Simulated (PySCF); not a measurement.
A series of related molecules.

All values: PBE0/def2-SVPD (PySCF) at PBE0-D3(BJ)/def2-SVP geometries, gas phase, one conformer each. Core orbitals are frozen in the response; Δα² is half the sum of the squared differences of the principal polarisabilities.

Task: Rank by HOMO–LUMO gap, highest first.
A. `C=N[SiH](N)N`
B. `N[SiH](N)S`
C. `C[SiH](N)N`
D. `[H]/N=C\[SiH](N)N`
E. `N[SiH](N)P`

Result: C (7.67 eV), B (7.34 eV), E (7.00 eV), A (6.10 eV), D (5.95 eV).

Task: Rank by vertical ionisation energy (ΔSCF), highest first.
A. `N[SiH](N)P`
B. `N[SiH](N)S`
C. `C=N[SiH](N)N`

Result: B (9.18 eV), C (8.93 eV), A (8.63 eV).

Task: Rank by mean static polarisability, highest first.
A. `C[SiH](N)N`
B. `N[SiH](N)S`
C. `C=N[SiH](N)N`
D. `N[SiH](N)P`

Result: D (10.85 Å³), B (9.80 Å³), C (9.33 Å³), A (8.50 Å³).

All values together:

```json
{"SMILES": "N[SiH](N)S", "formula": "H6N2SSi", "μ (D)": "1.55", "HOMO (eV)": "-7.12", "LUMO (eV)": "0.23", "α (Å³)": "9.80", "Δα (Å³)": "2.19", "electrons": "50", "α per electron (Å³)": "0.196", "ΔSCF removal energy (eV)": "9.18"}
{"SMILES": "[H]/N=C\\[SiH](N)N", "formula": "CH7N3Si", "μ (D)": "2.67", "HOMO (eV)": "-6.80", "LUMO (eV)": "-0.86", "α (Å³)": "9.30", "Δα (Å³)": "2.28", "electrons": "48", "α per electron (Å³)": "0.194", "ΔSCF removal energy (eV)": "8.87"}
{"SMILES": "N[SiH](N)P", "formula": "H7N2PSi", "μ (D)": "1.40", "HOMO (eV)": "-6.72", "LUMO (eV)": "0.28", "α (Å³)": "10.85", "Δα (Å³)": "2.74", "electrons": "50", "α per electron (Å³)": "0.217", "ΔSCF removal energy (eV)": "8.63"}
{"SMILES": "C=N[SiH](N)N", "formula": "CH7N3Si", "μ (D)": "1.60", "HOMO (eV)": "-6.85", "LUMO (eV)": "-0.75", "α (Å³)": "9.33", "Δα (Å³)": "2.98", "electrons": "48", "α per electron (Å³)": "0.194", "ΔSCF removal energy (eV)": "8.93"}
{"SMILES": "C[SiH](N)N", "formula": "CH8N2Si", "μ (D)": "0.33", "HOMO (eV)": "-7.09", "LUMO (eV)": "0.57", "α (Å³)": "8.50", "Δα (Å³)": "0.95", "electrons": "42", "α per electron (Å³)": "0.202", "ΔSCF removal energy (eV)": "9.10"}
```

Conformers: `[NH2:1][SiH:2]([NH2:3])[SH:4]` with H–N1–Si2–N3 161° and -57°, N1–Si2–N3–H 166° and -44°, N1–Si2–S4–H 93°; `[H]/[N:1]=[CH:2]\[SiH:3]([NH2:4])[NH2:5]` with N1–C2–Si3–N4 22°, C2–Si3–N4–H -163° and 57°, C2–Si3–N5–H 45° and -102°; `[NH2:1][SiH:2]([NH2:3])[PH2:4]` with H–N1–Si2–N3 57° and -160°, N1–Si2–N3–H -162° and 53°, N1–Si2–P4–H -56° and 38°; `[CH2:1]=[N:2][SiH:3]([NH2:4])[NH2:5]` with C1–N2–Si3–N4 -8°, N2–Si3–N4–H -54° and 166°, N2–Si3–N5–H 80° and -60°; `[CH3:1][SiH:2]([NH2:3])[NH2:4]` with C1–Si2–N3–H 38° and 179°, C1–Si2–N4–H -91° and 59°.
